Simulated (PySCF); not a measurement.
C5H5BF2.
Cartesian coordinates in Å at the GFN2-xTB level; atoms count from 1:
```xyz
13
C5H5BF2 angstrom
C     -1.7989    2.0126    0.8275
C     -1.6512    0.9207    0.3614
C     -1.4643   -0.4012   -0.2008
C     -0.0335   -0.8123   -0.3447
C      1.0307   -0.0759   -0.0132
B      2.4814   -0.5617   -0.1961
F      3.5350    0.1656    0.1307
F      2.7879   -1.7488   -0.6965
H     -1.9403    2.9699    1.2320
H     -1.9796   -1.1351    0.4302
H     -1.9386   -0.4406   -1.1887
H      0.1086   -1.8019   -0.7612
H      0.8584    0.9093    0.4017
```

The closed-shell ground state was solved at several levels (PySCF, density fitting, gas phase, non-relativistic).

```csv
level,basis functions,HOMO (eV),LUMO (eV),gap (eV),dipole (D)
CAM-B3LYP/def2-SVPD,206,-9.42,-0.29,9.13,2.69
PBE0/pcSseg-1,161,-8.07,-1.37,6.70,2.61
```

Q: What might B3LYP/pcJ-1 (266 basis functions) give for the same quantities?

A: HOMO -7.82 eV, LUMO -1.56 eV, gap 6.26 eV, dipole 2.61 D.

Q: Over all these levels, which gives the widest orbital gap and which the narrowest?

A: CAM-B3LYP/def2-SVPD (range-separated hybrid) has the widest, 9.13 eV, and B3LYP/pcJ-1 (global hybrid, 20 % exact exchange) the narrowest, 6.26 eV. Functional and basis both differ between the two, so the spread mixes both effects.

Q: How far do the dipole and the HOMO energy spread over the levels?

A: The dipole runs from 2.61 to 2.69 D (mean 2.64 D) and the HOMO from -9.42 to -7.82 eV.

One conformer stands for the species.
